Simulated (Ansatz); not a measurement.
Consider the ligand exchange at a B–S bond: `PBS` + `PS` → `PBSP` + H₂S.

Calculated with Ansatz (gas phase, PBE0-D4/def2-TZVP geometries, no zero-point term in ΔE). CCSD(T)/CBS adds triple-zeta CCSD(T) − MP2 to the extrapolated MP2 energy (def2 sets, frozen cores). This one scheme is used for every species. DFT in def2-TZVPP. One conformer a species, not always the lowest.

`PBS`:

Z-matrix (Å, degrees):
```
P
B 1 1.891
H 1 1.415 2 98.7
H 1 1.416 2 100.3 3 -98.8
S 2 1.773 1 125.8 3 139.5
H 2 1.194 1 119.3 3 -48.5
H 5 1.346 2 99.7 1 -7.6
```

`PS`:

```xyz
5

P    -0.118   -0.641   -0.467
S    -0.063    0.965    0.910
H     1.243   -1.027   -0.355
H     0.116    0.118   -1.643
H    -1.177    0.585    1.555
```

`PBSP`:

Cartesian coordinates in Å:
```
P -2.213 0.953 -0.680
B -0.399 0.633 -0.235
S 0.089 -0.932 0.448
P 2.116 -0.561 0.998
H -2.000 1.550 -1.946
H -2.602 -0.325 -1.149
H 0.387 1.528 -0.308
H 2.619 -1.808 0.539
H 2.004 -1.037 2.333
```

H₂S:

Cartesian coordinates in Å:
```
S 0.565 -0.245 0.064
H -0.034 0.852 0.552
H -0.532 -0.607 -0.617
```

(1) Is it downhill or uphill in electronic energy at CCSD(T)/CBS, and by how much? (Estimate.)

(2) What do these levels give: LDA (SPW92), BHLYP-D4, B2PLYP, PBE-QIDH, CAM-B3LYP, HF/def2-TZVPP, CCSD/def2-TZVPP, CCSD(T)/def2-TZVPP, HF/def2-QZVPP, SCS-MP2/def2-QZVPP, HF/CBS(def2), CCSD/CBS(def2)? (An estimate is asked.)

Largest T1 diagnostic among the species: 0.016.

## Answers

(1) Ansatz gave: Nearly level: ΔE = +0.1 kcal/mol.

(2) Ansatz gave: LDA (SPW92) 0.4, BHLYP-D4 0.4, B2PLYP 0.6, PBE-QIDH 0.5, CAM-B3LYP 1.2, HF/def2-TZVPP 1.6, CCSD/def2-TZVPP 0.4, CCSD(T)/def2-TZVPP 0.0, HF/def2-QZVPP 1.6, SCS-MP2/def2-QZVPP 0.1, HF/CBS(def2) 1.6, CCSD/CBS(def2) 0.5 kcal/mol.

Leaving LDA and LC-ωPBE aside and taking each functional with its dispersion term where it has one, the values, not all of them listed here, spread over 0.8 kcal/mol, from BLYP-D4 to ωB97X-V. In def2-TZVPP, CCSD(T) changes the Hartree–Fock value by −1.5 kcal/mol (the triples alone add −0.4 kcal/mol) and MP2 by −1.9 kcal/mol. The D4 term adds −0.9 kcal/mol with B3LYP and −0.6 kcal/mol with PBE0; it sums over pairs of atoms, weighted by their polarisabilities, and B3LYP, whose exchange is more repulsive, gets the larger term.

B3LYP here is the variant with VWN-RPA as its local correlation; programs differ in this.
